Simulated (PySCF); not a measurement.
# How methods differ on the ionisation energy of I⁺

I⁺ [Kr] 4d10 5s2 5p4 (3P) → I²⁺ [Kr] 4d10 5s2 5p3 (4S), as a difference of total energies. Computed with PySCF 2.14 in aug-cc-pV5Z-PP with ECP28MDF (8s8p6d4f3g2h, 139 functions), with scalar relativity through the core potential. Correlated levels: valence: 4s2 4p6 4d10 frozen. The calculations carry no spin-orbit coupling.

| method | ionisation energy (eV) | error (eV) |
| --- | --- | --- |
| UHF | 17.664 | -1.086 |
| LDA | 19.025 | +0.275 |
| PBE | 18.714 | -0.036 |
| PBE0 | 18.730 | -0.020 |
| r2SCAN | 18.747 | -0.003 |
| BHandHLYP | 18.747 | -0.003 |
| B2PLYP | 18.707 | -0.043 |
| B3LYP | 18.901 | +0.151 |
| MP2 (valence) | 18.455 | -0.295 |
| SCS-MP2 (valence) | 18.551 | -0.199 |

Reference: 18.750 eV (measured; NIST levels, between the centres of gravity of the two terms).
